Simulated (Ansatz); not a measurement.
Consider the atomization: `[NH2][GeH2][B](O)O` → B• + Ge• + 6 H• + N• + 2 O•.

Calculated with Ansatz (gas phase, PBE0-D4/def2-TZVP geometries, no zero-point term in ΔE). CBS: MP2 limit from def2 TZ/QZ plus the TZ coupled-cluster correction, frozen cores. This one scheme is used for every species, atoms too. DFT in def2-TZVPP. Open shells (•) are unrestricted, without spin–orbit coupling. Spin–orbit coupling would lower the free atoms: a little for B, O; clearly for Ge. For Ge outer-core shells are correlated without core-valence functions, so the limit isn't a true one: a few kJ/mol of doubt a bond, and 10 to 20 or more in all where bonds break to atoms. Scalar relativity is left out up to krypton. One conformer a species, not always the lowest.

CCSD(T)/CBS gives +3977.6 kJ/mol.

(1) Another level gave +3938.7 kJ/mol. Which?
A. r2SCANh-D4/def2-TZVPP
B. PBE-D4/def2-TZVPP
C. B2PLYP/def2-TZVPP
D. PBE/def2-TZVPP

Largest T1 diagnostic among the species: 0.014.

## Answers

(1) A. r2SCANh-D4 3938.7, PBE 4018.8, B2PLYP 3926.2, PBE-D4 4038.3 kJ/mol.

From BLYP to BHLYP (50 % exact exchange), in def2-TZVPP and without D4, ΔE moves by −130.8 kJ/mol: exact exchange takes away binding that semilocal exchange gives to molecules. Leaving LDA and LC-ωPBE aside and taking each functional with its dispersion term where it has one, the values, not all of them listed here, spread over 217.9 kJ/mol, from BHLYP-D4 to PBE-D4. LDA lies +571.2 kJ/mol from PBE without D4, its usual overbinding.

For atomizations the MP2-based limit and the directly extrapolated one differ by several kJ/mol either way, and by 10 to 25 for some Ge, Se and Sn compounds, so smaller differences from it don't rank the levels.
